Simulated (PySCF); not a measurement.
# One molecule, many inputs

Molecule: `C#CC(=O)NC1CCC1`, C$_{7}$H$_{9}$NO; geometry GFN2-xTB.

Bonds (- single, = double, # triple, : aromatic): C1#C2, C2-C3, C3=O4, C3-N5, N5-C6, C6-C7, C7-C8, C8-C9, C9-C6. C1 carries H10; N5 carries H11; C6 carries H12; C7 carries H13, H14; C8 carries H15, H16; C9 carries H17, H18. H13, H16, H18 are cis to N5 on the ring; H14, H15, H17 are trans to N5 on the ring.

All runs: PySCF 2.14, non-relativistic, gas phase unless a solvent (IEF-PCM) is named; grid level 2, GIAOs and SCF threshold 1e-9 unless changed. The yardstick, PBE0/pcSseg-1, gives these isotropic shieldings σ (ppm, equivalent atoms averaged): C2 104.4, C6 144.9, C7/C9 154.0, N5 98.0, H14/H17 29.13, H15 29.97, H16 29.99.

Task: What do these inputs give? (1) OPBE/pcSseg-1; grid level 3; level_shift 0.2; (2) wB97X-D/IGLO-II; (3) solvent cyclohexane; B97-2/pcSseg-1; (4) BHandHLYP/pcSseg-1; guess huckel; level_shift 0.3; (5) LC-wPBE/ANO-RCC-VDZP; level_shift 0.1; aux def2-qzvpp-jkfit; (6) PBE0/3-21G; aux def2-qzvpp-jkfit; conv 1e-08

Result: 
| run | outcome | functions | wall time | C2 | C6 | C7/C9 | N5 | H14/H17 | H15 | H16 |
| --- | --- | --- | --- | --- | --- | --- | --- | --- | --- | --- |
| 1 | converged | 198 | 99 s | 108.5 | 145.4 | 154.5 | 99.6 | 29.06 | 29.90 | 29.92 |
| 2 | converged | 252 | 95 s | 107.2 | 147.0 | 156.6 | 104.4 | 29.73 | 30.52 | 30.52 |
| 3 | converged | 198 | 59 s | 106.7 | 143.6 | 153.5 | 96.7 | 29.24 | 30.05 | 30.07 |
| 4 | converged | 198 | 79 s | 105.4 | 145.0 | 153.7 | 103.0 | 29.35 | 30.17 | 30.18 |
| 5 | converged | 171 | 3.9 min | 115.1 | 156.7 | 166.1 | 114.7 | 29.40 | 30.16 | 30.16 |
| 6 | converged | 99 | 20 s | 136.7 | 171.1 | 179.0 | 145.9 | 30.60 | 31.33 | 31.40 |

Times are on 1 thread of an Arm Neoverse N1, shared host.

Task: Comment on the technical settings.

Result: 
- Run 1: The functional differs from the yardstick's, which in itself moves the values. The level shift changes the path of the SCF (13 cycles), not the solution, provided the same state is reached.
- Run 4: The functional differs from the yardstick's, which in itself moves the values. The starting guess, level shift change the path of the SCF (16 cycles), not the solution, provided the same state is reached.
- Run 5: The functional and orbital basis differ from the yardstick's, which in itself moves the values. The level shift changes the path of the SCF (13 cycles), not the solution, provided the same state is reached. The other auxiliary basis adds little: it changes only the density-fitting error.
- Run 6: The orbital basis differs from the yardstick's, which in itself moves the values. The other auxiliary basis adds little: it changes only the density-fitting error.
